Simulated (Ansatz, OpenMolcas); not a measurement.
**Worked example: the enthalpy of formation of SiCl4 (silicon tetrachloride)**

The species is SiCl4 (5 atoms), meant as a singlet with charge 0. SMILES: `Cl[Si](Cl)(Cl)Cl`. Geometry: relaxed at PBE0-D4/def2-TZVP.

```xyz
5

Cl   -0.9626   -0.0876    1.7623
Si    0.0100   -0.0147   -0.0083
Cl    1.6554   -1.1859    0.0781
Cl   -1.2121   -0.6769   -1.4761
Cl    0.5593    1.8914   -0.3975
```

Total energies at PBE0/cc-pVDZ (OpenMolcas 26.06); the atoms run unrestricted:

```
species    state   energy (Eh)
  SiCl4  singlet  -2129.785975
     Cl  doublet   -459.990330
     Si  triplet   -289.247357
```

Harmonic wavenumbers at PBE0-D4/def2-TZVP, in cm⁻¹: 144, 144, 218, 218, 218, 422, 624, 624, 624.

Measured heats of formation of the gaseous atoms at 298.15 K, in kJ/mol: Cl 121.3, Si 450.0. Spin-orbit lowering of the atoms at 298 K (mean of the ground term's levels less their thermal mean, from spectra), in kJ/mol: Cl 3.44, Si 0.44. Take 1 Eh = 2625.50 kJ/mol, 1 cm⁻¹ = 0.0119627 kJ/mol, RT = 2.479 kJ/mol.

Task: What heat of formation follows?

Result: 
1. Electronic atomisation energy: 4 × (-459.990330) + (-289.247357) − (-2129.785975) = 0.577298 Eh = 1515.7 kJ/mol.
2. Zero-point energy: half the sum of the wavenumbers, 1618 cm⁻¹ = 19.4 kJ/mol.
3. Thermal vibrational enthalpy, Σ hcν̃/(exp(hcν̃/kT) − 1): 9.5 kJ/mol. Translation, rotation and pV of a non-linear molecule: 4 RT = 9.9 kJ/mol.
4. The 5 free atoms carry 5/2 RT each: 31.0 kJ/mol.
5. Spin-orbit coupling lowers the free atoms by 4 × 3.44 + 0.44 = 14.2 kJ/mol.
6. Atomisation enthalpy at 298 K: 1515.7 − 14.2 − 19.4 − 9.5 − 9.9 + 31.0 = 1493.7 kJ/mol.
7. Sum of the atoms' heats of formation: 935.2 kJ/mol. Heat of formation: 935.2 − 1493.7 = -558.5 kJ/mol.

The tabulated value is -662.7 kJ/mol (NIST-JANAF tables), so this level is off by +104.2 kJ/mol, or 6.5 % of the atomisation enthalpy. Anharmonicity and any spin-orbit splitting of the molecule are left out.
